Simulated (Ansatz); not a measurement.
Consider the formal exchange of groups at a Zr–O bond: `[CH3][Zr]([CH3])([OH])[OH]` + CH₄ → `[CH3][Zr]([CH3])([CH3])[OH]` + H₂O.

Computed with Ansatz on PBE0-D4/def2-TZVP structures; ΔE is electronic, products minus reactants. CCSD(T)/CBS is the MP2 limit (def2-TZVPP, def2-QZVPP) plus CCSD(T) − MP2 in def2-TZVPP, frozen cores. This one scheme is used for every species. DFT in def2-TZVPP. B3LYP here is the variant with VWN-RPA as its local correlation; programs differ in this. Elements past krypton have def2 core potentials. For Zr outer-core shells are correlated without core-valence functions, which leaves a few kJ/mol of doubt a bond. Each species was taken in one conformer, which may not be the lowest.

Problem. Is it downhill or uphill in electronic energy at CCSD(T)/CBS, and by how much? (Best estimate.)

Solution. The calculation gave: Uphill: ΔE = +46.0 kcal/mol.

Problem. What do these levels give: PBE-D4, PBE, PBE0, B3LYP, r2SCANh, BHLYP, LC-ωPBE, HF/def2-SVP, CCSD(T)/def2-SVP, SCS-MP2/def2-TZVPP, CCSD/def2-TZVPP, SCS-MP2/def2-QZVPP? (Estimate.)

Solution. Computed: PBE-D4 45.7, PBE 46.2, PBE0 45.9, B3LYP 48.4, r2SCANh 47.2, BHLYP 48.9, LC-ωPBE 48.2, HF/def2-SVP 53.5, CCSD(T)/def2-SVP 54.0, SCS-MP2/def2-TZVPP 47.8, CCSD/def2-TZVPP 46.7, SCS-MP2/def2-QZVPP 47.4 kcal/mol.

Problem. What do rigid-rotor, harmonic-oscillator terms from PBE0-D4/def2-TZVP frequencies (298.15 K, 1 bar) make of the CCSD(T)/CBS value? (Estimate.)

Solution. Ansatz gave: ΔZPE = -1.8 kcal/mol, ΔH = +44.9 kcal/mol, ΔS = 41 J/(mol·K), ΔG = +42.0 kcal/mol. Modes under 50 cm⁻¹ make the entropy rough.

Largest T1 diagnostic among the species: 0.015.

The D4 term adds −0.7 kcal/mol with B3LYP and −0.5 kcal/mol with PBE0; it sums over pairs of atoms, weighted by their polarisabilities, and B3LYP, whose exchange is more repulsive, gets the larger term. Leaving LDA and LC-ωPBE aside and taking each functional with its dispersion term where it has one, the values, not all of them listed here, spread over 4.0 kcal/mol, from revPBE-D4 to CAM-B3LYP-D4. In def2-TZVPP, CCSD(T) changes the Hartree–Fock value by −2.7 kcal/mol (the triples alone add −0.1 kcal/mol) and MP2 by −2.1 kcal/mol.
